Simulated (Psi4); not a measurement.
Psi4 input (wB97X-D/6-311+G**):

```
memory 1500 MB

molecule {
0 2
C    -1.50466200   -0.66747700   -0.30717400
C    -0.64680600    0.56799300    0.01055100
Si    1.19108100    0.17064700    0.18349100
H    -1.19750000   -1.13389200   -1.24504500
H    -1.42176000   -1.42127600    0.47794200
H    -2.56023700   -0.39918800   -0.39981600
H    -0.76487400    1.32127000   -0.77307100
H    -0.98759900    1.03585300    0.93812700
H     1.73709900   -0.39975800   -1.07893500
H     1.42854800   -0.79515900    1.29166200
symmetry c1
no_reorient
no_com
}

set {
  basis 6-311+G**
  reference uks
  scf_type df
  df_basis_scf def2-universal-jkfit
  dft_radial_points 99
  dft_spherical_points 590
  e_convergence 1e-8
  d_convergence 1e-7
  maxiter 150
}

e = energy('wb97x-d')
print_out(f'\nFINAL {e:.10f} DIPOLE {variable("CURRENT DIPOLE")[0]:.6f} {variable("CURRENT DIPOLE")[1]:.6f} {variable("CURRENT DIPOLE")[2]:.6f}\n')
```

From the output:

```
  HONO-1 :   16  A 1.9994231
  HONO-0 :   17  A 1.0000000
  LUNO+0 :   18  A 0.0005769
  LUNO+1 :   19  A 0.0001048
  LUNO+2 :   20  A 0.0000912
  LUNO+3 :   21  A 0.0000367

Computation Completed

Properties will be evaluated at   0.000000,   0.000000,   0.000000 [a0]

Properties computed using the SCF density matrix

 Multipole Moments:

 ------------------------------------------------------------------------------------
     Multipole            Electronic (a.u.)      Nuclear  (a.u.)        Total (a.u.)
 ------------------------------------------------------------------------------------

 L = 1.  Multiply by 2.5417464519 to convert [e a0] to [Debye]
 Dipole X            :         -0.3560403            0.0000057           -0.3560347
 Dipole Y            :          0.0915225            0.0000076            0.0915301
 Dipole Z            :         -0.0310734           -0.0000000           -0.0310734
 Magnitude           :                                                    0.3689227

 ------------------------------------------------------------------------------------

FINAL -369.8644280855 DIPOLE -0.356035 0.091530 -0.031073

*** Psi4 exiting successfully. Buy a developer a beer!
```

The geometry given is a B3LYP-D3(BJ)/def2-TZVP minimum.
